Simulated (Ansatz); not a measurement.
Species: bromo(trifluoro)germane, sum formula GeBrF3 (charge 0, singlet). 
Geometry from a B3LYP-D3(BJ)/def2-TZVP (Ansatz, a first-principles code) optimisation:
SMILES: [Br][Ge]([F])([F])[F]
```xyz
5

F     -1.3656    -0.7238    -1.3445
Ge    -0.6569     0.0243     0.0223
F     -1.2303     1.6365     0.0681
F     -1.2740    -0.7694     1.4076
Br     1.5957    -0.0591    -0.0541
```
Charge 0, spin multiplicity 1.

Basis-set convergence of Hartree-Fock and CCSD(T) correlation energies (hartree) with Ansatz. Correlated levels leave the core frozen unless marked. No spin-orbit coupling. Frozen are the shells of the preceding noble gas and the d and f shells that filled before the atom's block. No relativistic terms.

| basis | functions | E(HF) | E(corr, CCSD(T)) |
|---|---|---|---|
| aug-cc-pVDZ | 141 | -4946.24188 | -0.86814 |
| aug-cc-pVTZ | 256 | -4946.47835 | -1.09913 |
| aug-cc-pVQZ | 426 | -4946.50868 | -1.18034 |

Extrapolating the two largest sets (X = 3 and 4) as X^-3: E(corr) = (64·(-1.18034) - 27·(-1.09913))/37 = -1.2396 Eh, an estimate of the basis-set limit. The largest set recovers 95.2 % of it, the smallest 70.0 %.
